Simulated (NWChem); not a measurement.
MoNHSCl$_{2}$; SMILES [NH]=[Mo](=[S])([Cl])[Cl]

Program: NWChem. Medium grid unless said otherwise, to which SCAN and Minnesota functionals are sensitive. Coordinates come from a PBE0/def2-SVP optimisation. No frequency run checked for a minimum. def2 effective core potentials on Mo; no spin-orbit coupling. Hybrids' shares of exact exchange are those that their runs print; pure functionals count as 0. The functionals differ in more than this share.

| row | share of exact exchange | highest occupied level (eV) |
|---|---|---|
| PBE/def2-SVP | 0.00 | -6.73 |
| N12/def2-SVP | 0.00 | -6.61 |
| B3LYP/def2-SVP | 0.20 | -7.65 |
| MN15/def2-SVP | 0.44 | withheld |
| M05-2X/def2-SVP | 0.56 | -9.16 |

Fit a straight line of the last column on the one before it, predict the withheld value, and compare with the run.


1. Means of the 4 shown rows: x = 0.190, y = -7.538. Slope Σ(x − x̄)(y − ȳ)/Σ(x − x̄)² = -0.9311/0.2092 = -4.451; intercept -6.692.
2. The shown rows scatter about the line by 0.058 (root mean square); the largest residual is +0.08, at N12/def2-SVP.
3. At x = 0.44 (MN15/def2-SVP; inside the shown range) the line gives -8.65.
4. The run gives -8.60, +0.05 from the line, 0.9 times the scatter.
